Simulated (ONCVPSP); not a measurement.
## Potentials for nitrogen compared

Generated with ld1.x 7.5 (TM, RRKJ, ultrasoft, PAW), atompaw 4.2 or ONCVPSP 4.0.1. The cutoff is in Ry: for ld1.x and atompaw files where the sum of valence levels is converged to 10 mRy in a Bessel basis, for ONCV files where the hardest occupied wave has 1 mHa per electron of residual kinetic energy. The error is the largest all-electron minus pseudo excitation energy over each file’s own four to seven test configurations (ionisations up to +4, promotions, holes and added fractions of an electron), all of which were solved. The labels leave out finer settings (local radius, basis sizes, second energies), which also bear on the numbers. Spin-polarised tests are not counted. The rows are a selection from randomly drawn settings: files with unsolved tests, undetermined cutoffs or missed reference levels are left out.

A true bound ghost makes a file unfit for plane-wave use even where its test errors are small: the radial tests pick states by their node count and pass the ghost by.

```csv
potential,cutoff (Ry),largest error (meV),bound ghosts
"ONCV, BLYP, fully relativistic, rc 0.95/2.60/2.85 (spd), local smoothed, core correction yes, reference 2s2 2p3, qcut 6.2/4.6/3.8, projectors 2/2/2",132,+4816,none
"ONCV, PW91, non-relativistic, rc 1.05/1.80/1.95 (spd), local smoothed, core correction no, reference 2s2 2p3, qcut 7.8/6.7/4.5, projectors 2/1/1",49,+1410,none
"ONCV, PBE, scalar-relativistic, rc 0.95/1.60/1.25 (spd), local smoothed, core correction no, reference 2s2 2p3, qcut 5.4/7/8.7, projectors 2/1/3",164,+1007,none
"ONCV, Wu-Cohen, non-relativistic, rc 0.90/1.45/1.35 (spd), local smoothed, core correction yes, reference 2s2 2p3, qcut 8.9/11.2/7.1, projectors 1/1/2",70,+246,none
"ONCV, PW91, scalar-relativistic, rc 0.95/1.25 (sp), local smoothed, core correction yes, reference 2s2 2p2, qcut 8.7/8.5, projectors 3/2",62,+218,s
"ONCV, LDA (Perdew-Zunger), scalar-relativistic, rc 1.05/1.75 (sp), local smoothed, core correction no, reference 2s2 2p1, qcut 6.4/9.8, projectors 2/2",88,+370,none
"ONCV, PBE, scalar-relativistic, rc 0.85/1.75 (sp), local smoothed, core correction yes, reference 2s2 2p2, qcut 7.2/8.7, projectors 2/3",62,+631,none
```

Q: Fill in the row for N: ONCV, PW91, non-relativistic, rc 0.70/1.25/1.00 (spd), local s, core correction yes, reference 2s2 2p2, qcut 9.9/10.7/10.5, projectors 0/2/2.

A: cutoff 79 Ry, largest error +257 meV, bound ghosts: none.

Q: Fill in the row for N: ONCV, PBEsol, scalar-relativistic, rc 0.40/1.75 (sp), local smoothed, core correction no, reference 1s2 2s2 2p3, qcut 31.6/7.9, projectors 2/2.

A: cutoff 818 Ry, largest error +999 meV, bound ghosts: none.
